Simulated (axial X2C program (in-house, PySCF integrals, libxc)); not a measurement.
## Ω levels of YbCN⁺ from open-shell CI on f13 s1

Calculated with an in-house all-electron X2C program for linear molecules (integrals from PySCF): two-component X2C with atomic mean-field Coulomb and Gaunt terms, basis Yb dyall-v4z, C dyall-v4z, N dyall-v4z (cores contracted in-house). Orbitals come from Hartree–Fock averaged over the configuration Yb f13 s1; CI then distributes these electrons over the f, s shells of Yb.

Yb–C–N held linear, bonds 2.242 and 1.160 Å (the second held) (near the minimum of the configuration average).

Active spinors (ω > 0):

```json
{"shell": "f", "ω": "5/2", "ε (eV)": "-29.51", "character": "100% Yb f"}
{"shell": "f", "ω": "3/2", "ε (eV)": "-29.41", "character": "100% Yb f"}
{"shell": "f", "ω": "1/2", "ε (eV)": "-29.32", "character": "100% Yb f"}
{"shell": "f", "ω": "7/2", "ε (eV)": "-28.04", "character": "100% Yb f"}
{"shell": "f", "ω": "5/2", "ε (eV)": "-27.97", "character": "100% Yb f"}
{"shell": "f", "ω": "3/2", "ε (eV)": "-27.90", "character": "100% Yb f"}
{"shell": "f", "ω": "1/2", "ε (eV)": "-27.83", "character": "100% Yb f"}
{"shell": "s", "ω": "1/2", "ε (eV)": "-9.44", "character": "64% Yb s, 18% Yb d, 10% Yb p"}
```

Lowest levels of this model:

| Ω | energy (cm⁻¹) | g∥ | configuration |
| --- | --- | --- | --- |
| 0 | 0 | 0.00 | 100% f13 s1 |
| 1 | 111 | 2.96 | 100% f13 s1 |
| 2 | 523 | 5.45 | 100% f13 s1 |
| 0 | 912 | 0.00 | 100% f13 s1 |
| 1 | 1057 | 1.72 | 100% f13 s1 |
| 3 | 1119 | 7.75 | 100% f13 s1 |
| 2 | 1369 | 3.80 | 100% f13 s1 |
| 4 | 1798 | 10.00 | 100% f13 s1 |
| 3 | 2024 | 6.02 | 100% f13 s1 |
| 0 | 10108 | 0.00 | 100% f13 s1 |
| 1 | 10397 | 2.34 | 100% f13 s1 |
| 0 | 10894 | 0.00 | 100% f13 s1 |
| 2 | 11024 | 4.45 | 100% f13 s1 |
| 1 | 11161 | 0.98 | 100% f13 s1 |
| 2 | 11755 | 2.30 | 100% f13 s1 |
| 3 | 11887 | 6.24 | 100% f13 s1 |

g∥ is the magnitude of 2⟨Lz + ge Sz⟩ for the +Ω component.

This point took 14 s on 1 thread of Arm Neoverse N1, on a shared host.

There is no dynamic correlation: spin–orbit spacings and, for f shells, spacings inside one term are the most reliable numbers, splittings between terms come out too wide, and energies between configurations are not reliable, so the lowest level need not be the ground state of the molecule. At most 4 roots were kept for each Ω > 0 (twice that for Ω = 0) within 2.2 eV of the lowest, so higher up levels can be missing between those listed; levels with Ω > 0 are doubly degenerate and listed once, Ω = 0 levels singly. The molecule was held linear; bending was not examined.
